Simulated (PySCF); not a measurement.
**Orbital picture of WO**

CAM-B3LYP at R = 1.650 Å; PySCF, scalar-relativistic core potentials, basis sets W def2-TZVPPD with ECP60, O def2-TZVPPD. State: ³Σ⁻ (triplet), unpaired electrons δ ↑↑. Only the outer orbitals are listed, counted within each symmetry, core potentials removing the inner ones.

```
spin  orbital  occ.  ε (eV)  on W (%)         main shells (%)
   α       4σ     1  -27.63        17                  82 O s
   α       5σ     1  -13.12        25  64 O p, 24 W d, 10 O s
   α       2π     1  -12.68        28          72 O p, 26 W d
   α       2π     1  -12.68        28          72 O p, 26 W d
   α       1δ     1   -8.36       100                 100 W d
   α       1δ     1   -8.36       100                 100 W d
   α       6σ     1   -7.98       100          84 W s, 15 W d
   α       3π     0   -1.52        86  52 W d, 33 W p, 14 O p
   α       3π     0   -1.52        86  52 W d, 33 W p, 14 O p
   α       7σ     0   -0.85        84  32 W p, 31 W d, 20 W s
   β       1π     1  -45.81       100                 100 W p
   β       1π     1  -45.81       100                 100 W p
   β       4σ     1  -27.84        17                  82 O s
   β       5σ     1  -13.07        22  68 O p, 20 W d, 10 O s
   β       2π     1  -12.76        22          78 O p, 20 W d
   β       2π     1  -12.76        22          78 O p, 20 W d
   β       6σ     1   -6.93       103           90 W s, 8 W d
   β       3π     0   -1.01        92   50 W d, 41 W p, 8 O p
   β       3π     0   -1.01        92   50 W d, 41 W p, 8 O p
   β       1δ     0   -1.01       100                 100 W d
```

Question: Which are the highest filled and the lowest empty level, where do they sit, and how wide is the gap?

Answer: Highest filled β 6σ at -6.93 eV (in %: 90 W s, 8 W d); lowest empty α 3π at -1.52 eV (in %: 52 W d, 33 W p, 14 O p); the gap at CAM-B3LYP is 5.41 eV.

| Quantity | Value |
| --- | --- |
| bond order (Mayer) | 2.36 |
| ⟨S²⟩ | 2.048 |
| charge on W (Mulliken, basis-dependent) | 0.28 |
| charge on W (Löwdin, basis-dependent) | 0.59 |
| dipole moment (positive dipole means W(−)O(+)) | -2.42 D |
| polarisability along the bond | 66.5 bohr³ |
| polarisability across the bond | 68.8 bohr³ |

Shares are Mulliken populations and can fall outside 0 to 100 %.

Spin–orbit coupling is left out. The state is the lowest single determinant that the PBE0 search found; with open d or f shells the true ground state can be another one.
